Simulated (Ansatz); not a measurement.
This geometry of Cl2FGeHO + H2S (9 atoms, charge 0, multiplicity 1) is a first-order saddle point.

Theory: RKS PBE0-D4/def2-SVP in Ansatz.

```xyz
9
Properties=species:S:1:pos:R:3
Ge 0.192 0.277 0.039
O -0.033 0.051 1.899
H -0.775 -0.463 2.253
Cl 2.000 -0.412 -0.888
Cl -1.113 1.641 -0.980
F -0.763 -1.168 -0.200
S 1.317 2.193 1.216
H 2.491 1.551 1.411
H 0.478 1.138 2.126
```

Problem. Which two structures does it join? (They come from a converged band through this point; their orientation in space is the band's.)

Solution. Bonds broken: Ge1–O2, S7–H9. Bonds formed: Ge1–S7, O2–H9. Cl2FGeHO + H2S becomes Cl2FGeHS + H2O.

Image 0:

```xyz
9
Properties=species:S:1:pos:R:3
Ge -0.157 -0.100 -0.020
O -0.249 -0.079 1.731
H -0.843 -0.782 2.031
Cl 1.806 -0.445 -0.736
Cl -1.084 1.552 -0.958
F -1.088 -1.491 -0.452
S 1.634 2.573 1.466
H 2.749 1.813 1.455
H 1.025 1.765 2.358
```

Image 8:

```xyz
9
Properties=species:S:1:pos:R:3
Ge 0.224 0.859 -0.409
O 0.623 -0.008 2.657
H 1.018 -0.834 2.352
Cl 1.266 -0.991 -0.701
Cl -0.496 1.536 -2.290
F -1.172 0.371 0.516
S 1.339 2.380 0.654
H 1.285 1.551 1.749
H -0.293 -0.057 2.346
```

Problem. How far does it lie above each of them?

Solution. 0.69 eV above the first and 1.17 eV above the second. This is the barrier of this one path; another mechanism may lie lower. The orbitals stay closed-shell, which can raise the energy where a bond breaks towards radicals; this wasn't checked here.

Run time: 8.1 min on 4 threads of Arm Neoverse V1 (shared host), peak memory 0.37 GiB.
